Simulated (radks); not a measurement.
The numbers below are computed, except where a source is named.
Initial-state core-level shifts of neutral lutetium when its valence configuration changes from [Xe] 4f14 5d1 6s2. Code: a radial shooting solver on a logarithmic mesh with Libxc functionals. Model: Dirac Kohn-Sham, LDA (Slater exchange, Perdew-Wang correlation), spin-unpolarised, spherical densities, finite nucleus; open shells fill j = l - 1/2 first; Fermi nuclear charge, rms radius 5.37 fm. Shifts are changes of the shell-averaged eigenvalues in eV (positive: less bound); the change of the density at the nucleus, which sets a Mossbauer isomer shift, is in e/bohr^3, on a base of 1.107e+06.

valence,2p,3p,4d,5p,density at nucleus
4f14 5d2 6s1,+1.080,+1.059,+1.091,+1.066,-52.3
4f14 6s2 6p1,-3.060,-3.011,-3.060,-2.979,+21.0
4f14 6s1 6p2,-4.313,-4.255,-4.314,-4.210,-28.7
4f14 5d1.5 6s1.5,+0.612,+0.600,+0.617,+0.601,-27.3
4f14 5d1 6s1 6p1,-1.252,-1.247,-1.253,-1.250,-42.9
4f13 5d1 6s2 6p1,-11.113,-12.097,-11.294,-6.304,+84.0
4f13 5d1 6s1 6p2,-12.309,-13.291,-12.493,-7.472,+28.6
4f13 5d2 6s1 6p1,-8.980,-10.007,-9.176,-4.356,+12.4
4f13 5d3 6p1,-7.312,-8.365,-7.507,-2.796,-46.8
